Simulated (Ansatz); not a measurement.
A nudged elastic band was laid between two geometries of Cl4FHOW + H2O (11 atoms, charge 0, multiplicity 1).

Method: RKS PBE/def2-SVP in Ansatz.

```json
{
 "movable images": "7",
 "climbing image": "yes",
 "spring": "20.0 eV/Å²",
 "optimiser": "quadratic models (default)",
 "start path": "through a guess of the saddle point",
 "force threshold": "0.05 eV/Å",
 "iteration limit": "60",
 "end points": "relaxed"
}
```

Initial state:

```xyz
11
Properties=species:S:1:pos:R:3
W 0.160 -0.303 -0.117
Cl -0.175 -0.049 2.193
F 2.035 -0.311 0.186
Cl 0.313 1.988 -0.312
Cl -2.123 -0.450 -0.429
O 0.331 -2.172 0.084
H 1.140 -2.712 0.195
Cl 0.503 -0.471 -2.413
O -2.485 2.469 1.459
H -3.073 1.768 1.117
H -1.976 1.988 2.139
```

Final state:

```xyz
11
Properties=species:S:1:pos:R:3
W -0.187 0.184 -0.553
Cl -0.999 -0.851 3.294
F 1.504 0.856 -0.040
Cl -0.626 2.326 -1.411
Cl -2.226 -0.550 -1.386
O -0.022 -1.265 0.566
H -0.255 -1.431 1.545
Cl 0.866 -0.614 -2.439
O -1.007 0.979 1.085
H -1.288 1.916 1.043
H -1.112 0.193 2.400
```

Task: Which bonds break or form, and what moves?

Result: Bonds broken: W1–Cl2, O9–H11. Bonds formed: W1–O9, Cl2–H11. Cl4FHOW + H2O becomes Cl3FH2O2W + ClH.

Task: Give the energies along the band, and the barrier.

Result: The forces met the threshold. The highest image is number 2 of 0 to 8, 0.31 eV above the first end and 0.88 eV above the last; the last end lies 0.57 eV below the first. The profile has 2 maxima (images 2, 5) with wells between them (image 4): this band takes more than one step, which may be the mechanism or a detour left from its start path. Another band between the same ends (7 images) ends at a top of the same energy, where a vibrational analysis finds 1 clearly imaginary mode. The orbitals stay closed-shell, which can raise the energy where a bond breaks towards radicals; this wasn't checked here.

| image | path coordinate (Å) | energy (eV) | W1–Cl2 (Å) | O9–H11 (Å) | W1–O9 (Å) |
| --- | --- | --- | --- | --- | --- |
| 0 | 0.00 | 0.00 | 2.35 | 0.98 | 4.14 |
| 1 | 1.27 | 0.24 | 2.38 | 0.98 | 3.49 |
| 2 | 2.53 | 0.31 | 2.46 | 0.99 | 2.33 |
| 3 | 3.78 | 0.15 | 2.56 | 1.00 | 2.28 |
| 4 | 5.03 | 0.11 | 2.69 | 1.01 | 2.31 |
| 5 | 6.28 | 0.15 | 3.54 | 1.59 | 2.00 |
| 6 | 7.53 | -0.24 | 3.87 | 1.68 | 1.96 |
| 7 | 8.78 | -0.47 | 3.97 | 1.61 | 1.98 |
| 8 | 10.03 | -0.57 | 4.07 | 1.54 | 2.00 |

Task: What is the geometry of the highest image?

Result: 
```xyz
11
Properties=species:S:1:pos:R:3
W -0.186 0.079 -0.001
Cl 0.146 0.213 2.434
F 1.681 -0.329 0.066
Cl 0.642 2.277 -0.096
Cl -2.380 -0.534 -0.745
O -0.187 -1.796 0.353
H 0.670 -2.155 0.672
Cl 0.237 0.008 -2.297
O -1.809 1.475 0.927
H -2.660 0.977 0.920
H -1.506 1.530 1.870
```

Time of the run: 11 min on 4 threads of Arm Neoverse V2, with other jobs on the host, peak memory 0.31 GiB.
